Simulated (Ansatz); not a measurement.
The cluster Cs₃H₄⁺. Charge 1, multiplicity 3. Geometry r2SCAN-D4/def2-TZVP, that of the neutral doublet; atoms count from 1.

```xyz
7

Cs   -0.464   -1.502    2.282
Cs    2.369    1.589    0.869
Cs   -1.531    1.441   -0.361
H    -0.729   -1.191   -2.776
H     0.723   -0.515   -0.095
H    -0.291   -1.110   -2.170
H    -0.078    1.289    2.252
```

In the def2 sets Cs takes a core potential; there is no spin–orbit coupling. At PBE0-D4/def2-TZVP a singlet of charge 1 lies 3.16 eV below the triplet at the same geometry. The structure comes from a short search, and lower isomers may exist.

Problem. Estimate the Mulliken populations from the PBE0/def2-TZVP orbitals of Ansatz.

Solution. 
| atom | charge (e) | spin (α − β) |
| --- | --- | --- |
| Cs1 | 0.64 | 0.17 |
| Cs2 | 0.63 | 0.20 |
| Cs3 | 0.26 | 0.54 |
| H4 | 0.04 | 0.01 |
| H5 | -0.31 | 0.52 |
| H6 | -0.01 | -0.01 |
| H7 | -0.26 | 0.56 |
Mulliken values and Mayer orders depend strongly on the basis.

Problem. Where does the spin sit?

Solution. Summed by element: Cs 0.92, H 1.08, of 2 unpaired in all. Largest on single atoms: H7 0.56, Cs3 0.54, H5 0.52.
